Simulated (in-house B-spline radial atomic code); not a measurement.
Sc³⁺ is squeezed into an impenetrable sphere of radius R (the orbitals vanish at R). Caution: exact exchange at fractional occupations of open shells leaves self-interaction of up to several eV. Method: non-relativistic PBE0, spin-polarised, spherical fractional occupations, point nucleus. Calculated with a B-spline radial code for spherical atoms.

Energies in eV above the free ion in [Ne] 3s2 3p6:

```json
{"R (bohr)": "9.63", "highest level (eV)": "-67.2", "[Ne] 3s2 3p6": "0", "[Ne] 3s2 3p5 3d1": "34.52", "[Ne] 3s1 3p6 3d1": "55.54", "-dE/dV in [Ne] 3s2 3p6 (GPa)": "2.44e-09"}
{"R (bohr)": "6.98", "highest level (eV)": "-67.2", "[Ne] 3s2 3p6": "0", "[Ne] 3s2 3p5 3d1": "34.52", "[Ne] 3s1 3p6 3d1": "55.54", "-dE/dV in [Ne] 3s2 3p6 (GPa)": "2.99e-06"}
{"R (bohr)": "5.39", "highest level (eV)": "-67.2", "[Ne] 3s2 3p6": "0.0002313", "[Ne] 3s2 3p5 3d1": "34.52", "[Ne] 3s1 3p6 3d1": "55.55", "-dE/dV in [Ne] 3s2 3p6 (GPa)": "0.00267"}
{"R (bohr)": "4.53", "highest level (eV)": "-67.2", "[Ne] 3s2 3p6": "0.006412", "[Ne] 3s2 3p5 3d1": "34.57", "[Ne] 3s1 3p6 3d1": "55.59", "-dE/dV in [Ne] 3s2 3p6 (GPa)": "0.102"}
{"R (bohr)": "3.67", "highest level (eV)": "-67", "[Ne] 3s2 3p6": "0.158", "[Ne] 3s2 3p5 3d1": "34.96", "[Ne] 3s1 3p6 3d1": "55.98", "-dE/dV in [Ne] 3s2 3p6 (GPa)": "3.68"}
{"R (bohr)": "2.94", "highest level (eV)": "-65.9", "[Ne] 3s2 3p6": "2.119", "[Ne] 3s2 3p5 3d1": "37.76", "[Ne] 3s1 3p6 3d1": "58.88", "-dE/dV in [Ne] 3s2 3p6 (GPa)": "73.2"}
{"R (bohr)": "2.68", "highest level (eV)": "-64.6", "[Ne] 3s2 3p6": "5.183", "[Ne] 3s2 3p5 3d1": "41.44", "[Ne] 3s1 3p6 3d1": "62.73", "-dE/dV in [Ne] 3s2 3p6 (GPa)": "212"}
{"R (bohr)": "2.28", "highest level (eV)": "-59.5", "[Ne] 3s2 3p6": "19.99", "[Ne] 3s2 3p5 3d1": "57.7", "[Ne] 3s1 3p6 3d1": "79.59", "-dE/dV in [Ne] 3s2 3p6 (GPa)": "1110"}
{"R (bohr)": "1.86", "highest level (eV)": "-44.2", "[Ne] 3s2 3p6": "80.74", "[Ne] 3s2 3p5 3d1": "120.3", "[Ne] 3s1 3p6 3d1": "143.6", "-dE/dV in [Ne] 3s2 3p6 (GPa)": "6670"}
{"R (bohr)": "1.41", "highest level (eV)": "10.4", "[Ne] 3s2 3p6": "367.3", "[Ne] 3s2 3p5 3d1": "403.4", "[Ne] 3s1 3p6 3d1": "428.6", "-dE/dV in [Ne] 3s2 3p6 (GPa)": "54900"}
```

Problem. Does [Ne] 3s2 3p5 3d1 fall below [Ne] 3s2 3p6 under compression?

Solution. No, it stays above over the whole range.

Problem. Does [Ne] 3s1 3p6 3d1 fall below [Ne] 3s2 3p6 under compression?

Solution. No, it stays above over the whole range.

The highest level is first positive in the row R = 1.41 bohr, pushed up by confinement above the zero of the free ion's potential. Each configuration is held fixed and needn't be the lowest in the sphere.
